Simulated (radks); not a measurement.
Valence configurations of Au I (all share [Xe]). Calculated with a radial shooting solver on a logarithmic mesh with Libxc functionals: Dirac Kohn-Sham, PBEsol, spin-unpolarised, spherical densities, finite nucleus; open shells fill j = l - 1/2 first; Fermi nuclear charge, rms radius 5.4371 fm. Order these by energy: 4f13 5d10 6s2; 4f14 5d10 6p1; 4f14 5d9.5 6s1.5; 4f13.5 5d10 6s1 6p0.5; 4f14 5d9 6s1 6p1; 4f14 5d10 6s1; 4f14 5d8.5 6s1 6p1.5; 4f13 5d10 6s1 6p1; 4f14 5d9.5 6s1 6p0.5; 4f12 5d10 6s1 6p2.

Answer. From the lowest, in eV above it: 4f14 5d10 6s1 0.000; 4f14 5d9.5 6s1.5 0.391; 4f14 5d9.5 6s1 6p0.5 2.888; 4f14 5d10 6p1 4.854; 4f14 5d9 6s1 6p1 6.331; 4f14 5d8.5 6s1 6p1.5 10.329; 4f13.5 5d10 6s1 6p0.5 40.890; 4f13 5d10 6s2 80.113; 4f13 5d10 6s1 6p1 85.473; 4f12 5d10 6s1 6p2 186.18. NIST lists [Xe] 4f14 5d10 6s1 as the ground configuration; this level of theory agrees among the configurations tried. The energies are those of spherical spin-averaged densities, not of single terms.
